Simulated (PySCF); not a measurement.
H$_{6}$Cl$_{2}$GeSi$_{2}$, singlet, geometry from GFN2-xTB; CASSCF(2,4)/STO-3G (PySCF).

PySCF was given this input:
```python
from pyscf import gto, scf, mcscf
import numpy

mol = gto.M(
    atom='''
Si    1.98227459    1.47686179   -0.03733688
Ge   -0.01435846    0.10888054    0.04161753
Si   -2.25358394    0.58563558    0.83154895
Cl    0.58429130   -1.70700417    1.09396796
Cl   -0.27655717   -0.63246389   -1.99430648
H     1.69563567    2.66560636   -0.84108769
H     3.10707817    0.74581723   -0.61652450
H     2.30998899    1.89348665    1.32654089
H    -3.11472567   -0.59093002    0.73512268
H    -2.80639020    1.67457699    0.02577494
H    -2.16526553    1.02325983    2.22519890
''',
    basis='sto-3g',
    verbose=4,
)

mf = scf.RHF(mol)
mf.kernel()
mc = mcscf.CASSCF(mf, 4, 2)
mc.fix_spin_(ss=0.0)
mc.kernel()
occ = numpy.linalg.eigvalsh(mc.fcisolver.make_rdm1(mc.ci, mc.ncas, mc.nelecas))[::-1]
ss = mc.fcisolver.spin_square(mc.ci, mc.ncas, mc.nelecas)[0]
print('natural occupations', occ.round(4), ' <S^2>', round(ss, 4))
```

The log (banner, timings and long lists left out):

```
PySCF version 2.14.0

[INPUT] verbose = 4
[INPUT] num. atoms = 11
[INPUT] num. electrons = 100
[INPUT] charge = 0
[INPUT] spin (= nelec alpha-beta = 2S) = 0
[INPUT] symmetry False subgroup None
[INPUT] Mole.unit = angstrom
[INPUT] Symbol           X                Y                Z      unit          X                Y                Z       unit  Magmom
[INPUT]  1 Si     1.982274590000   1.476861790000  -0.037336880000 AA    3.745956078784   2.790864306935  -0.070556477546 Bohr   0.0
[INPUT]  2 Ge    -0.014358460000   0.108880540000   0.041617530000 AA   -0.027133556971   0.205754400895   0.078645733681 Bohr   0.0
[INPUT]  3 Si    -2.253583940000   0.585635580000   0.831548950000 AA   -4.258656445318   1.106690855001   1.571399774670 Bohr   0.0
[INPUT]  4 Cl     0.584291300000  -1.707004170000   1.093967960000 AA    1.104150533966  -3.225770374791   2.067299833449 Bohr   0.0
[INPUT]  5 Cl    -0.276557170000  -0.632463890000  -1.994306480000 AA   -0.522617309085  -1.195183535777  -3.768693055645 Bohr   0.0
[INPUT]  6 H      1.695635670000   2.665606360000  -0.841087690000 AA    3.204287023343   5.037265976299  -1.589425380843 Bohr   0.0
[INPUT]  7 H      3.107078170000   0.745817230000  -0.616524500000 AA    5.871526788915   1.409390303682  -1.165062454084 Bohr   0.0
[INPUT]  8 H      2.309988990000   1.893486650000   1.326540890000 AA    4.365246541861   3.578171189020   2.506798975137 Bohr   0.0
[INPUT]  9 H     -3.114725670000  -0.590930020000   0.735122680000 AA   -5.885978469452  -1.116695896584   1.389180533156 Bohr   0.0
[INPUT] 10 H     -2.806390200000   1.674576990000   0.025774940000 AA   -5.303308876663   3.164491885599   0.048707577477 Bohr   0.0
[INPUT] 11 H     -2.165265530000   1.023259830000   2.225198900000 AA   -4.091758838661   1.933680832969   4.205016493683 Bohr   0.0

nuclear repulsion = 764.60978436073
number of shells = 34
number of NR pGTOs = 180
number of NR cGTOs = 60
basis = sto-3g
ecp = {}

******** <class 'pyscf.scf.hf.RHF'> ********
method = RHF
initial guess = minao
damping factor = 0
level_shift factor = 0
DIIS = <class 'pyscf.scf.diis.CDIIS'>
diis_start_cycle = 1
diis_space = 8
diis_damp = 0
SCF conv_tol = 1e-09
SCF conv_tol_grad = None
SCF max_cycles = 50
direct_scf = True
direct_scf_tol = 1e-13
Set gradient conv threshold to 3.16228e-05
Initial guess from minao.
init E= -3531.81075434524
  HOMO = -0.48913408078237  LUMO = -0.144664898960395  gap/eV = 9.37348
cycle= 1 E= -3535.7159331882  delta_E= -3.91  |g|= 0.359  |ddm|= 3.54
  HOMO = -0.279309792649859  LUMO = 0.256218280535807  gap/eV = 14.57246
cycle= 2 E= -3535.78023948946  delta_E= -0.0643  |g|= 0.0636  |ddm|= 0.865
  HOMO = -0.311038129727154  LUMO = 0.253706724322429  gap/eV = 15.36749
cycle= 3 E= -3535.7832579338  delta_E= -0.00302  |g|= 0.0164  |ddm|= 0.183
  HOMO = -0.313720075392453  LUMO = 0.257312143080102  gap/eV = 15.53858
cycle= 4 E= -3535.78349456576  delta_E= -0.000237  |g|= 0.00338  |ddm|= 0.0587
  HOMO = -0.314310410968114  LUMO = 0.256772171321787  gap/eV = 15.53995
cycle= 5 E= -3535.78350474741  delta_E= -1.02e-05  |g|= 0.000649  |ddm|= 0.0124
  HOMO = -0.31422269259663  LUMO = 0.257003538235323  gap/eV = 15.54386
cycle= 6 E= -3535.78350511852  delta_E= -3.71e-07  |g|= 9.82e-05  |ddm|= 0.00236
  HOMO = -0.314231344332355  LUMO = 0.256957087767529  gap/eV = 15.54283
cycle= 7 E= -3535.78350512614  delta_E= -7.62e-09  |g|= 2.24e-05  |ddm|= 0.000288
  HOMO = -0.31422764402985  LUMO = 0.256960333338439  gap/eV = 15.54282
cycle= 8 E= -3535.78350512658  delta_E= -4.46e-10  |g|= 3.24e-06  |ddm|= 7.84e-05
  HOMO = -0.314227920146902  LUMO = 0.256960202008589  gap/eV = 15.54282
Extra cycle  E= -3535.7835051266  delta_E= -1.55e-11  |g|= 1.23e-06  |ddm|= 7.79e-06
converged SCF energy = -3535.7835051266

******** <class 'pyscf.mcscf.mc1step.CASSCF'> ********
CAS (1e+1e, 4o), ncore = 49, nvir = 7
max_cycle_macro = 50
max_cycle_micro = 4
conv_tol = 1e-07
conv_tol_grad = None
orbital rotation max_stepsize = 0.02
orbital rotation threshold for CI restart = 0.01
augmented hessian ah_max_cycle = 30
augmented hessian ah_conv_tol = 1e-12
augmented hessian ah_linear dependence = 1e-14
augmented hessian ah_level shift = 1e-08
augmented hessian ah_start_tol = 2.5
augmented hessian ah_start_cycle = 3
augmented hessian ah_grad_trust_region = 3
kf_trust_region = 3
kf_interval = 4
ci_response_space = 4
ci_grad_trust_region = 3
with_dep4 0
natorb = False
canonicalization = True
sorting_mo_energy = False
ao2mo_level = 2
internal_rotation = False
******** <class 'pyscf.fci.addons.SpinPenaltyFCISolver'> ********
max. cycles = 50
conv_tol = 1e-08
davidson only = True
linear dependence = 1e-12
level shift = 0.001
max iter space = 12
nroots = 1
pspace_size = 400
spin = None
CASCI E = -3535.78523321411  S^2 = 0.0000000
Set conv_tol_grad to 0.000316228
macro iter   1 ( 21 JK    4 micro), CASSCF E = -3535.78695212659  dE = -1.71891248e-03  S^2 = 0.0000000
               |grad[o]|=0.00528  |grad[c]|=0.0194  |ddm|=0.0037  |maxRot[o]|=0.228
macro iter   2 ( 21 JK    4 micro), CASSCF E = -3535.78742845232  dE = -4.76325728e-04  S^2 = 0.0000000
               |grad[o]|=0.00516  |grad[c]|=0.00262  |ddm|=0.00136  |maxRot[o]|=0.258
macro iter   3 ( 21 JK    4 micro), CASSCF E = -3535.78768176627  dE = -2.53313947e-04  S^2 = 0.0000000
               |grad[o]|=0.00303  |grad[c]|=0.00443  |ddm|=0.000971  |maxRot[o]|=0.0817
macro iter   4 ( 21 JK    4 micro), CASSCF E = -3535.78772744161  dE = -4.56753428e-05  S^2 = 0.0000000
               |grad[o]|=0.00166  |grad[c]|=0.00319  |ddm|=0.000464  |maxRot[o]|=0.0415
macro iter   5 ( 21 JK    4 micro), CASSCF E = -3535.78772680105  dE =  6.40556664e-07  S^2 = 0.0000000
               |grad[o]|=0.00128  |grad[c]|=0.0022  |ddm|=0.000137  |maxRot[o]|=0.00702
macro iter   6 ( 15 JK    3 micro), CASSCF E = -3535.78782802960  dE = -1.01228551e-04  S^2 = 0.0000000
               |grad[o]|=0.00128  |grad[c]|=0.00117  |ddm|=0.000184  |maxRot[o]|=0.0578
macro iter   7 ( 15 JK    4 micro), CASSCF E = -3535.78784887255  dE = -2.08429501e-05  S^2 = 0.0000000
               |grad[o]|=0.000644  |grad[c]|=0.000714  |ddm|=5.74e-05  |maxRot[o]|=0.0219
macro iter   8 (  7 JK    2 micro), CASSCF E = -3535.78785840679  dE = -9.53423114e-06  S^2 = 0.0000000
               |grad[o]|=0.000415  |grad[c]|=0.000154  |ddm|=1.96e-05  |maxRot[o]|=0.0187
macro iter   9 (  7 JK    2 micro), CASSCF E = -3535.78786089646  dE = -2.48967308e-06  S^2 = 0.0000000
               |grad[o]|=0.000198  |grad[c]|=6.34e-05  |ddm|=2.18e-05  |maxRot[o]|=0.0114
macro iter  10 (  4 JK    1 micro), CASSCF E = -3535.78786111449  dE = -2.18027708e-07  S^2 = 0.0000000
               |grad[o]|=5.75e-05  |grad[c]|=3.09e-05  |ddm|=3.26e-05  |maxRot[o]|=0.0181
macro iter  11 (  3 JK    1 micro), CASSCF E = -3535.78786112717  dE = -1.26847226e-08  S^2 = 0.0000000
               |grad[o]|=0.000153  |grad[c]|=2.31e-05  |ddm|=3.32e-05  |maxRot[o]|=0.0157
macro iter  12 (  1 JK    1 micro), CASSCF E = -3535.78786112717  dE = -1.81898940e-12  S^2 = 0.0000000
               |grad[o]|=9.17e-06  |grad[c]|=1.1e-06  |ddm|=1.34e-06  |maxRot[o]|=    0
1-step CASSCF converged in  12 macro (157 JK  34 micro) steps
CASSCF canonicalization
Density matrix diagonal elements [1.98937907e+00 9.72303074e-03 3.92566520e-04 5.05337569e-04]
CASSCF energy = -3535.78786112717
CASCI E = -3535.78786112717  E(CI) = -1.09302793112420  S^2 = 0.0000000
natural occupations [1.9894e+00 9.7000e-03 5.0000e-04 4.0000e-04]  <S^2> 0.0
```
